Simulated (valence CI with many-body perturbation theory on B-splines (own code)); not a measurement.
# Te44+: electric-dipole lines

Computed by relativistic CI+MBPT: six valence electrons over a frozen Dirac-Fock core [He], radial functions for each j: 9 s, 9 p, 8 d, 6 f, 3 g, 1 h, with the one-electron correlation potential Σ1, the two-electron term Σ2, the three-electron term Σ3, Breit, model QED; selected CI, second order for the rest, scaled by the run's own slope (own B-spline code, finite nucleus).

No measured spectrum was set against this ion. As an estimate, large intervals hold to a few tenths of a per cent, small ones and those within an open d or f shell to about a per cent. Among the levels kept, up to 2500 cm⁻¹ of a level comes from second order outside the variational space, and about a tenth of that is noise between levels of different J, which matters for small intervals.

Lines 1 to 50 of 248 in falling wavelength, among levels below 4668.2 eV, chosen from the strongest by gf and those to the six lowest levels. Wavelengths and rates use the calculated energies. Electric multipoles are in the length gauge with retardation, E1 and E2 with the static RPA response of the core. Weak lines are less certain than strong ones. Lines between different terms over intervals too small for the method are left out, as are lines whose strength nearly cancels. Where a level lies close to another of its J and parity, the split of strength between their lines is uncertain. The highest levels of a list are the least certain.

Levels are named by their leading jj configuration (3d3/2^4 stands for four electrons in 3d with j = 3/2), which in mixed levels can hold well under half, so a name can repeat and another be missing. Letters in brackets count levels of one name in rising energy.

| λ vac (Å) | Upper | Lower | A (s⁻¹) | S (a.u.) with core polarisation | S without |
| --- | --- | --- | --- | --- | --- |
| 901.6 | (2s^2 2p3/2^4) J=0 | (2s 2p1/2^2 2p3/2^3) J=1 | 6.59e+05 | 2.38e-04 | 2.39e-04 |
| 207.6 | (2s 2p1/2^2 2p3/2^2 3p1/2) J=3 | (2s 2p1/2^2 2p3/2^2 3s) J=2 [a] | 1.90e+09 | 5.87e-02 | 5.87e-02 |
| 184.9 | (2s^2 2p1/2 2p3/2^2 3p1/2) J=3 | (2s^2 2p1/2 2p3/2^2 3s) J=2 [b] | 3.47e+09 | 7.59e-02 | 7.59e-02 |
| 183.8 | (2s^2 2p1/2 2p3/2^2 3p1/2) J=1 [b] | (2s^2 2p1/2 2p3/2^2 3s) J=1 [b] | 4.32e+09 | 3.97e-02 | 3.97e-02 |
| 182.6 | (2s^2 2p1/2^2 2p3/2 3p1/2) J=2 | (2s^2 2p1/2^2 2p3/2 3s) J=1 | 3.20e+09 | 4.81e-02 | 4.81e-02 |
| 177.4 | (2s^2 2p1/2 2p3/2^2 3p1/2) J=1 [a] | (2s^2 2p1/2 2p3/2^2 3s) J=2 [a] | 5.16e+09 | 4.27e-02 | 4.27e-02 |
| 176.1 | (2s^2 2p1/2 2p3/2^2 3p1/2) J=1 [b] | (2s^2 2p1/2 2p3/2^2 3s) J=0 | 2.54e+09 | 2.05e-02 | 2.05e-02 |
| 175.4 | (2s^2 2p1/2 2p3/2^2 3p1/2) J=2 [a] | (2s^2 2p1/2 2p3/2^2 3s) J=1 [a] | 2.85e+09 | 3.80e-02 | 3.80e-02 |
| 175.1 | (2s^2 2p1/2 2p3/2^2 3p1/2) J=3 | (2s^2 2p1/2 2p3/2^2 3s) J=3 | 3.25e+09 | 6.03e-02 | 6.03e-02 |
| 171.2 | (2s^2 2p1/2^2 2p3/2 3p1/2) J=1 | (2s^2 2p1/2^2 2p3/2 3s) J=2 | 6.86e+09 | 5.10e-02 | 5.10e-02 |
| 167.0 | (2s^2 2p1/2^2 2p3/2 3p1/2) J=2 | (2s^2 2p1/2^2 2p3/2 3s) J=2 | 5.12e+09 | 5.89e-02 | 5.89e-02 |
| 166.6 | (2s 2p1/2^2 2p3/2^2 3p1/2) J=2 | (2s 2p1/2^2 2p3/2^2 3s) J=3 | 5.41e+09 | 6.17e-02 | 6.17e-02 |
| 161.3 | (2s^2 2p1/2 2p3/2^2 3p1/2) J=2 [a] | (2s^2 2p1/2 2p3/2^2 3s) J=2 [a] | 3.83e+09 | 3.97e-02 | 3.97e-02 |
| 159.7 | (2s 2p1/2^2 2p3/2^2 3p1/2) J=3 | (2s 2p1/2^2 2p3/2^2 3s) J=3 | 5.51e+09 | 7.76e-02 | 7.76e-02 |
| 148.2 | (2s^2 2p1/2 2p3/2^2 3d3/2) J=4 | (2s^2 2p1/2 2p3/2^2 3p3/2) J=4 | 1.63e+09 | 2.35e-02 | 2.35e-02 |
| 146.8 | (2s^2 2p1/2^2 2p3/2 3d3/2) J=3 | (2s^2 2p1/2^2 2p3/2 3p3/2) J=3 | 2.51e+09 | 2.74e-02 | 2.74e-02 |
| 139.5 | (2s^2 2p1/2 2p3/2^2 3p1/2) J=2 [b] | (2s^2 2p1/2 2p3/2^2 3s) J=2 [b] | 3.17e+09 | 2.12e-02 | 2.13e-02 |
| 136.1 | (2s^2 2p1/2^2 2p3/2 3d5/2) J=2 | (2s^2 2p1/2^2 2p3/2 3p3/2) J=2 | 4.22e+09 | 2.63e-02 | 2.63e-02 |
| 136.1 | (2s^2 2p1/2 2p3/2^2 3d5/2) J=2 | (2s^2 2p1/2 2p3/2^2 3p3/2) J=1 [b] | 3.18e+09 | 1.98e-02 | 1.98e-02 |
| 135.2 | (2s^2 2p1/2 2p3/2^2 3d3/2) J=3 [a] | (2s^2 2p1/2 2p3/2^2 3p3/2) J=3 [a] | 2.36e+09 | 2.01e-02 | 2.01e-02 |
| 133.9 | (2s^2 2p1/2 2p3/2^2 3p1/2) J=2 [b] | (2s^2 2p1/2 2p3/2^2 3s) J=3 | 1.06e+10 | 6.26e-02 | 6.26e-02 |
| 131.8 | (2s^2 2p1/2^2 2p3/2 3d5/2) J=1 | (2s^2 2p1/2^2 2p3/2 3p3/2) J=0 | 7.80e+09 | 2.65e-02 | 2.65e-02 |
| 125.0 | (2s^2 2p1/2 2p3/2^2 3d5/2) J=1 [a] | (2s^2 2p1/2 2p3/2^2 3p3/2) J=1 [a] | 7.22e+09 | 2.09e-02 | 2.09e-02 |
| 122.6 | (2s^2 2p1/2 2p3/2^2 3d5/2) J=1 [b] | (2s^2 2p1/2 2p3/2^2 3p3/2) J=1 [b] | 5.94e+09 | 1.62e-02 | 1.62e-02 |
| 122.4 | (2s^2 2p1/2 2p3/2^2 3d5/2) J=4 [b] | (2s^2 2p1/2 2p3/2^2 3p3/2) J=4 | 4.12e+09 | 3.36e-02 | 3.36e-02 |
| 121.0 | (2s^2 2p1/2^2 2p3/2 3d5/2) J=3 | (2s^2 2p1/2^2 2p3/2 3p3/2) J=2 | 1.56e+10 | 9.53e-02 | 9.53e-02 |
| 120.8 | (2s^2 2p1/2^2 2p3/2 3d5/2) J=4 | (2s^2 2p1/2^2 2p3/2 3p3/2) J=3 | 2.13e+10 | 1.67e-01 | 1.67e-01 |
| 120.5 | (2s^2 2p1/2 2p3/2^2 3d5/2) J=5 | (2s^2 2p1/2 2p3/2^2 3p3/2) J=4 | 2.13e+10 | 2.03e-01 | 2.03e-01 |
| 120.2 | (2s^2 2p1/2 2p3/2^2 3d5/2) J=3 | (2s^2 2p1/2 2p3/2^2 3p3/2) J=2 [a] | 1.66e+10 | 9.97e-02 | 9.97e-02 |
| 120.0 | (2s^2 2p1/2 2p3/2^2 3d5/2) J=4 [b] | (2s^2 2p1/2 2p3/2^2 3p3/2) J=3 [b] | 1.66e+10 | 1.27e-01 | 1.27e-01 |
| 119.6 | (2s^2 2p1/2 2p3/2^2 3d5/2) J=4 [a] | (2s^2 2p1/2 2p3/2^2 3p3/2) J=3 [a] | 1.90e+10 | 1.44e-01 | 1.44e-01 |
| 117.8 | (2s^2 2p1/2 2p3/2^2 3d5/2) J=3 | (2s^2 2p1/2 2p3/2^2 3p3/2) J=3 [a] | 3.07e+09 | 1.73e-02 | 1.73e-02 |
| 117.0 | (2s^2 2p1/2 2p3/2^2 3d3/2) J=4 | (2s^2 2p1/2 2p3/2^2 3p3/2) J=3 [a] | 1.93e+09 | 1.38e-02 | 1.38e-02 |
| 114.1 | (2s^2 2p1/2^2 2p3/2 3d5/2) J=2 | (2s^2 2p1/2^2 2p3/2 3p3/2) J=1 | 1.24e+10 | 4.53e-02 | 4.53e-02 |
| 103.5 | (2s^2 2p1/2 2p3/2^2 3s) J=3 | (2s^2 2p1/2^2 2p3/2 3p3/2) J=2 | 4.04e+09 | 1.55e-02 | 1.55e-02 |
| 103.1 | (2s^2 2p1/2^2 2p3/2 3d5/2) J=3 | (2s^2 2p1/2^2 2p3/2 3p3/2) J=3 | 3.36e+09 | 1.27e-02 | 1.27e-02 |
| 97.82 | (2s^2 2p1/2 2p3/2^2 3d5/2) J=2 | (2s^2 2p1/2 2p3/2^2 3p3/2) J=2 [a] | 4.85e+09 | 1.12e-02 | 1.12e-02 |
| 96.91 | (2s^2 2p1/2^2 2p3/2 3d5/2) J=1 | (2s^2 2p1/2^2 2p3/2 3p3/2) J=1 | 1.74e+10 | 2.34e-02 | 2.34e-02 |
| 87.78 | (2s^2 2p1/2 2p3/2^2 3p3/2) J=1 [a] | (2s^2 2p1/2 2p3/2^2 3s) J=2 [b] | 3.35e+10 | 3.35e-02 | 3.35e-02 |
| 85.32 | (2s^2 2p1/2 2p3/2^2 3p3/2) J=3 [b] | (2s^2 2p1/2 2p3/2^2 3s) J=2 [b] | 3.38e+10 | 7.25e-02 | 7.25e-02 |
| 85.11 | (2s^2 2p1/2 2p3/2^2 3p3/2) J=2 [a] | (2s^2 2p1/2 2p3/2^2 3s) J=1 [a] | 3.10e+10 | 4.71e-02 | 4.71e-02 |
| 84.88 | (2s^2 2p1/2 2p3/2^2 3p3/2) J=2 [b] | (2s^2 2p1/2 2p3/2^2 3s) J=1 [b] | 1.48e+10 | 2.23e-02 | 2.23e-02 |
| 84.36 | (2s^2 2p1/2^2 2p3/2 3p3/2) J=1 | (2s^2 2p1/2^2 2p3/2 3s) J=1 | 5.80e+10 | 5.15e-02 | 5.15e-02 |
| 83.18 | (2s^2 2p1/2 2p3/2^2 3p3/2) J=3 [b] | (2s^2 2p1/2 2p3/2^2 3s) J=3 | 3.12e+10 | 6.20e-02 | 6.20e-02 |
| 82.95 | (2s^2 2p1/2 2p3/2^2 3d3/2) J=2 [b] | (2s^2 2p1/2 2p3/2^2 3p1/2) J=2 [b] | 2.48e+10 | 3.49e-02 | 3.49e-02 |
| 82.94 | (2s^2 2p1/2 2p3/2^2 3d3/2) J=3 [b] | (2s^2 2p1/2 2p3/2^2 3p1/2) J=2 [b] | 1.99e+10 | 3.92e-02 | 3.92e-02 |
| 82.80 | (2s^2 2p1/2 2p3/2^2 3p3/2) J=3 [a] | (2s^2 2p1/2 2p3/2^2 3s) J=2 [a] | 5.87e+10 | 1.15e-01 | 1.15e-01 |
| 82.80 | (2s^2 2p1/2 2p3/2^2 3d3/2) J=3 [a] | (2s^2 2p1/2 2p3/2^2 3p1/2) J=3 | 5.95e+09 | 1.17e-02 | 1.17e-02 |
| 82.28 | (2s^2 2p1/2 2p3/2^2 3p3/2) J=0 | (2s^2 2p1/2 2p3/2^2 3s) J=1 [a] | 5.12e+10 | 1.41e-02 | 1.41e-02 |
| 82.04 | (2s^2 2p1/2 2p3/2^2 3p3/2) J=4 | (2s^2 2p1/2 2p3/2^2 3s) J=3 | 7.46e+10 | 1.83e-01 | 1.83e-01 |
